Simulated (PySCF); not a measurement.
Isomers of C6H5NO.

All values: PBE0/pcSseg-1 (PySCF) at PBE0-D3(BJ)/def2-SVP geometries, gas phase, one conformer each.

(1) Rank by the lowest IAO charge on any atom, lowest value first.
A. `[O:1]=[CH:2][c:3]1[cH:4][cH:5][n:6][cH:7][cH:8]1` with O1–C2–C3–C4 -179°
B. `[CH:1]#[C:2]/[C:3](=[CH:4]\[C:5]#[N:6])[O:7][CH3:8]` with C2–C3–O7–C8 -1°
C. `[O:1]=[N:2][c:3]1[cH:4][cH:5][cH:6][cH:7][cH:8]1` with O1–N2–C3–C4 180°

(2) Rank by the highest IAO charge on any atom, highest value first.
A. `[O:1]=[N:2][c:3]1[cH:4][cH:5][cH:6][cH:7][cH:8]1` with O1–N2–C3–C4 180° (nitrosobenzene)
B. `[O:1]=[CH:2][c:3]1[cH:4][cH:5][cH:6][n:7][cH:8]1` with O1–C2–C3–C4 -1° (3-pyridine carbaldehyde)
C. `[CH:1]#[C:2]/[C:3](=[CH:4]\[C:5]#[N:6])[O:7][CH3:8]` with C2–C3–O7–C8 -1°

(3) Rank by LUMO energy, highest first.
A. `[O:1]=[CH:2][c:3]1[cH:4][cH:5][n:6][cH:7][cH:8]1` with O1–C2–C3–C4 -179°
B. `[O:1]=[CH:2][c:3]1[cH:4][cH:5][cH:6][n:7][cH:8]1` with O1–C2–C3–C4 -1° (3-pyridine carbaldehyde)
C. `[O:1]=[N:2][c:3]1[cH:4][cH:5][cH:6][cH:7][cH:8]1` with O1–N2–C3–C4 180°
D. `[CH:1]#[C:2]/[C:3](=[CH:4]\[C:5]#[N:6])[O:7][CH3:8]` with C2–C3–O7–C8 -1°

## Answers

(1) A (-0.378 e), B (-0.301 e), C (-0.263 e).

(2) B (+0.254 e), C (+0.234 e), A (+0.175 e).

(3) D (-1.95 eV), B (-2.24 eV), A (-2.44 eV), C (-2.79 eV).

All values together:

| SMILES | μ (D) | HOMO (eV) | LUMO (eV) | lowest IAO charge (e) | highest IAO charge (e) | lowest Hirshfeld charge (e) | highest Hirshfeld charge (e) |
| --- | --- | --- | --- | --- | --- | --- | --- |
| O=Cc1ccccn1 | 3.71 | -7.57 | -2.17 | -0.388 (O) | +0.252 (C) | -0.218 (O) | +0.122 (C) |
| O=Cc1ccncc1 | 1.76 | -7.80 | -2.44 | -0.378 (O) | +0.257 (C) | -0.210 (O) | +0.128 (C) |
| O=Cc1cccnc1 | 1.61 | -7.64 | -2.24 | -0.391 (O) | +0.254 (C) | -0.220 (O) | +0.122 (C) |
| O=Nc1ccccc1 | 3.73 | -6.53 | -2.79 | -0.263 (O) | +0.175 (H) | -0.127 (O) | +0.058 (H) |
| C#C/C(=C\C#N)OC | 5.73 | -7.03 | -1.95 | -0.301 (O) | +0.234 (C) | -0.229 (N) | +0.113 (H) |

Conformers: `[O:1]=[CH:2][c:3]1[cH:4][cH:5][cH:6][cH:7][n:8]1` with O1–C2–C3–C4 0°; `[O:1]=[CH:2][c:3]1[cH:4][cH:5][n:6][cH:7][cH:8]1` with O1–C2–C3–C4 -179°; `[O:1]=[CH:2][c:3]1[cH:4][cH:5][cH:6][n:7][cH:8]1` with O1–C2–C3–C4 -1°; `[O:1]=[N:2][c:3]1[cH:4][cH:5][cH:6][cH:7][cH:8]1` with O1–N2–C3–C4 180°; `[CH:1]#[C:2]/[C:3](=[CH:4]\[C:5]#[N:6])[O:7][CH3:8]` with C2–C3–O7–C8 -1°.
